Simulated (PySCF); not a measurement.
B(Me)2(OSiH3) (C₂H₉BOSi), SMILES [SiH3]OB(C)C.

Coordinates come from a PBE-D3(BJ)/def2-SVP optimisation. This is a generated structure with no PubChem entry under its InChIKey; it may be hypothetical. One conformer was computed; it need not be the lowest.

All values below come from PBE-D3(BJ)/def2-SVP run with PySCF.

Frequencies are harmonic and unscaled.

| mode | ν (cm⁻¹) | IR (km/mol) | moving atoms (share of kinetic energy) |
|---|---|---|---|
| 1 | 28 | 0.4 | H 96 % |
| 2 | 77 | 0.0 | H 89 % |
| 3 | 94 | 1.5 | H 91 % |
| 4 | 120 | 0.7 | O 44 %, H 29 %, C 14 %, Si 10 % |
| 5 | 126 | 1.4 | H 28 %, O 27 %, C 21 %, Si 20 % |
| 6 | 286 | 0.8 | H 42 %, C 38 %, Si 9 % |
| 7 | 375 | 0.8 | H 40 %, B 21 %, C 20 %, O 14 % |
| 8 | 397 | 0.5 | H 43 %, B 30 %, C 12 %, O 11 % |
| 9 | 613 | 19.9 | C 36 %, H 35 %, O 15 %, Si 14 % |
| 10 | 662 | 8.7 | H 78 %, C 14 % |
| 11 | 697 | 34.1 | H 82 %, Si 8 % |
| 12 | 709 | 43.8 | H 75 %, O 13 %, Si 10 % |
| 13 | 777 | 6.6 | H 56 %, C 32 % |
| 14 | 795 | 5.7 | H 54 %, C 26 %, O 13 % |
| 15 | 910 | 21.4 | H 54 %, B 29 %, C 15 % |
| 16 | 913 | 46.8 | H 85 % |
| 17 | 917 | 77.8 | H 92 % |
| 18 | 933 | 121.9 | H 77 %, O 10 % |
| 19 | 944 | 270.7 | H 44 %, O 27 %, Si 17 %, C 9 % |
| 20 | 1121 | 54.2 | B 51 %, H 44 % |
| 21 | 1241 | 25.1 | H 69 %, C 17 % |
| 22 | 1288 | 158.7 | H 49 %, C 32 %, B 19 % |
| 23 | 1315 | 425.0 | B 38 %, H 34 %, O 19 %, C 9 % |
| 24 | 1374 | 1.8 | H 96 % |
| 25 | 1382 | 16.1 | H 92 % |
| 26 | 1395 | 35.7 | H 87 % |
| 27 | 1404 | 59.3 | H 83 %, B 10 % |
| 28 | 2163 | 69.6 | H 98 % |
| 29 | 2170 | 120.5 | H 96 % |
| 30 | 2200 | 110.5 | H 96 % |
| 31 | 2954 | 1.6 | H 96 % |
| 32 | 2960 | 0.7 | H 96 % |
| 33 | 3030 | 5.8 | H 91 %, C 9 % |
| 34 | 3035 | 9.4 | H 91 %, C 9 % |
| 35 | 3068 | 14.6 | H 91 %, C 9 % |
| 36 | 3082 | 13.2 | H 91 %, C 9 % |
